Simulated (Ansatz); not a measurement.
C$_{2}$H$_{4}$OSTeZn, one more setting.

```yaml
crystal:
  periodic: [false, false, false]
  atoms:
    - {symbol: S, position_ang: [-1.410042, -0.347952, 1.307785]}
    - {symbol: C, position_ang: [-0.156997, -0.810463, 0.361550]}
    - {symbol: Te, position_ang: [0.447949, -2.793493, 0.397763]}
    - {symbol: C, position_ang: [0.577566, 0.153700, -0.539465]}
    - {symbol: O, position_ang: [0.154777, 1.431766, -0.533364]}
    - {symbol: Zn, position_ang: [-1.259578, 2.009636, 0.519322]}
    - {symbol: H, position_ang: [1.660845, -2.543856, -0.712178]}
    - {symbol: H, position_ang: [0.523110, -0.303722, -1.547797]}
    - {symbol: H, position_ang: [1.642530, 0.060382, -0.246187]}
    - {symbol: H, position_ang: [-2.180160, 3.143991, 0.992580]}
basis:
  gaussian: {orbitals: def2-TZVP}
hamiltonian: {xc: {name: wB97X}}
output: {forces: true}
```

```sh
$ ansatz run in.yaml --threads 2 --pin off --events-out ev --progress --plain --max-ram 22528MiB --backend cpu
```

It prints (some lines left out):

```
Functional definition: wB97X
1866 factors; their error is unknown
389 factors; integrals over basis functions are off by at most 3.1e-5 eV
mean field evaluation 1: about -70731.2761 eV, gradient 5.9e1 eV
mean field evaluation 2: about -70725.4814 eV, gradient 9.0e1 eV
mean field evaluation 4: about -70737.4163 eV, gradient 3.8e0 eV
mean field evaluation 8: about -70737.4578 eV, gradient 2.7e-1 eV
mean field evaluation 16: about -70737.5617 eV, gradient 8.5e-4 eV
mean field -70737.56170928 eV, -2599.5574451746 hartree, gradient 7.5e-5 eV, S^2 0.000000; 0 other end points of the search recorded, 0 dependent functions left out
reference -70737.56166596 eV, -2599.5574435826 hartree; 47, 47 occupied and 205, 205 virtual orbitals, 1866 factors
Total energy: -70737.56166596 eV, -2599.5574435826 hartree
Atom 0 at    -1.410042    -0.347952     1.307785 Å, force     0.173584    -0.074334    -0.128071 eV/Å
Atom 1 at    -0.156997    -0.810463     0.361550 Å, force    -0.221021    -0.007018     0.191918 eV/Å
Atom 2 at     0.447949    -2.793493     0.397763 Å, force     0.095096    -0.042798    -0.069604 eV/Å
Atom 3 at     0.577566     0.153700    -0.539465 Å, force     0.220982    -0.198780    -0.134546 eV/Å
Atom 4 at     0.154777     1.431766    -0.533364 Å, force    -0.137030     0.241562     0.050042 eV/Å
Atom 5 at    -1.259578     2.009636     0.519322 Å, force    -0.010631     0.110668    -0.021899 eV/Å
Atom 6 at     1.660845    -2.543856    -0.712178 Å, force    -0.073190    -0.023521     0.069055 eV/Å
Atom 7 at     0.523110    -0.303722    -1.547797 Å, force    -0.015498     0.027791     0.058945 eV/Å
Atom 8 at     1.642530     0.060382    -0.246187 Å, force    -0.066106     0.011536     0.000595 eV/Å
Atom 9 at    -2.180160     3.143991     0.992580 Å, force     0.033812    -0.045106    -0.016434 eV/Å
Dipole moment:     0.322301    -0.851679    -0.038573 e Å
```

Hardware: 2 threads of an AMD EPYC 7R13 on a shared host. Wall time 25 s, peak host memory 1.3 GiB.
